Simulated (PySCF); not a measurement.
A GIAO shielding run with PySCF 2.14.0 with density-fitted response routines (density fitting, non-relativistic, gas phase) on SMILES S1[Si@](O)(O[SiH3])[SiH2]SCC1, C₂H₁₀O₂S₂Si₃:

```
$ OMP_NUM_THREADS=1 python probes_run.py task.json out

{"job": {"kind": "nmr", "xc": "PBE0", "basis": "pcSseg-1"}, "charge": 0, "multiplicity": 1}
O      1.239847    -1.327522    -2.310235
Si     0.667059    -0.605928    -0.985674
O      1.802120    -0.572759     0.169112
Si     2.357882    -0.366921     1.687224
Si    -0.053534     1.484622    -1.561114
S     -1.279635     2.122702     0.098886
C     -2.316405     0.640377     0.419048
C     -1.579207    -0.535734     1.040291
S     -0.978743    -1.757521    -0.182302
H      1.486775    -2.249864    -2.316145
H      3.804115    -0.402593     1.513855
H      1.842306    -1.473648     2.493045
H      1.842869     0.919134     2.155755
H      0.933225     2.555639    -1.616796
H     -0.908158     1.525949    -2.751774
H     -3.076781     1.004703     1.109653
H     -2.801283     0.349703    -0.512236
H     -2.260205    -1.099844     1.677913
H     -0.732050    -0.201246     1.640568
```

Hardware: 1 thread of an Intel Xeon Platinum 8375C, shared host. The job also computes population analyses, field gradients, ring-centre shieldings.

Problem. How large is the calculation?

Solution. 112 electrons, 238 basis functions and 1357 auxiliary functions.

Problem. How long does it take, and how much memory does it need?

Solution. 80 s of wall time, with 14 SCF cycles and 5 response iterations; peak memory 1.1 GiB. Times on a shared host scatter by some tens of per cent.
